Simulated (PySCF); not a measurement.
CH5InO2. Atoms are numbered in the order given.

```xyz
9

In    -0.3073    -0.0363     0.4941
H     -1.5132    -0.5070     1.6217
O      1.2606     1.2375     0.6600
H      1.2863     1.6220     1.5571
O     -0.2714    -0.7679    -1.3835
C      0.7253    -0.3777    -2.3062
H      1.3051    -1.2670    -2.6504
H      0.2576     0.0766    -3.2119
H      1.4574     0.3607    -1.9048
```

Geometry: PBE-D3(BJ)/def2-SVP. The def2 effective core potentials stand for the cores of In; spin–orbit coupling is left out. Other conformers were not sampled.

Level of theory: PBE/def2-TZVP run with PySCF.

Atomic charges (e):

| atom | Mulliken | Löwdin |
|---|---|---|
| In1 | 0.68 | 0.38 |
| H2 | -0.05 | -0.06 |
| O3 | -0.61 | -0.31 |
| H4 | 0.29 | [?] |
| O5 | -0.45 | [?] |
| C6 | -0.21 | -0.41 |
| H7 | 0.11 | [?] |
| H8 | 0.11 | [?] |
| H9 | 0.13 | [?] |

Q: Complete the blanks. (The exact figures need the calculation; the answer reports its results.)

A: 
- H4, Löwdin: 0.16
- O5, Löwdin: -0.08
- H7, Löwdin: 0.10
- H8, Löwdin: 0.10
- H9, Löwdin: 0.11
